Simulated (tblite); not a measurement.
Compound: C₆H₈ClSi (charge -1).
Bonds: C1–C2, C2–C3 (triple), C3–Si4, Si4–Cl5, Si4–C6, C6–C7, C7–C8, C6–C8. Hydrogens: H9, H10, H11 on C1; H12 on C6; H13, H14 on C7; H15, H16 on C8.

Computed geometry: GFN2-xTB, gas phase.

Problem. What internal coordinates does the optimisation give?

Solution. 
| bond | length (Å) |
| --- | --- |
| C1–C2 | 1.458 |
| C2≡C3 | 1.208 |
| C3–Si4 | 1.877 |
| Si4–Cl5 | 2.306 |
| Si4–C6 | 1.912 |
| C6–C7, C6–C8 | 1.498 |
| C7–C8 | 1.496 |
| C1–H9, C1–H10, C1–H11 | 1.094 |
| C6–H12 | 1.090 |
| C7–H13, C8–H16 | 1.085 |
| C7–H14, C8–H15 | 1.083 |

Bonds in one row agree within 0.01 Å and their mean is given. A selection of angles:
| angle | degrees |
| --- | --- |
| C1–C2–C3 | 177.5 |
| C2–C3–Si4 | 167.0 |
| C3–Si4–Cl5 | 95.7 |
| C3–Si4–C6 | 97.3 |
| Cl5–Si4–C6 | 97.6 |
| Si4–C6–C7 | 117.9 |
| Si4–C6–C8 | 116.1 |
| C7–C6–C8 | 59.9 |
| C6–C7–C8 | 60.0 |

Torsions: C3–Si4–C6–C7 -142° (anticlinal); Si4–C6–C7–C8 106° (anticlinal); Si4–C6–C8–C7 -109° (anticlinal). The mirror-image conformer, all signs reversed, is as good.

All internal angles of the 3-membered ring C6–C7–C8 are 60.0°. The C–C distances run from 1.208 Å (C2≡C3, drawn triple) to 1.498 Å (C6–C8, drawn single), a spread of 0.290 Å. Si4 (silicon bonded to 2 C and Cl) is pyramidal (angles 97.6°, 97.3° and 95.7°, sum 290.6°, 1.01 Å off the plane of its three neighbours). The 2 C–Si bonds span 1.877 Å (C3–Si4, drawn single) to 1.912 Å (Si4–C6, drawn single), a spread of 0.035 Å.

Point group: C1 (no symmetry element, even within 0.4 Å). GFN2-xTB frequencies show an imaginary mode (23i cm⁻¹), so the point is no minimum at that level. 3 starts were optimised and ended at 0.00, 0.01 and 0.67 kcal/mol (GFN2-xTB); the lowest of these is shown.

Hardware: one thread, Arm Neoverse N1 (shared host). That covers the optimisation of the geometry.
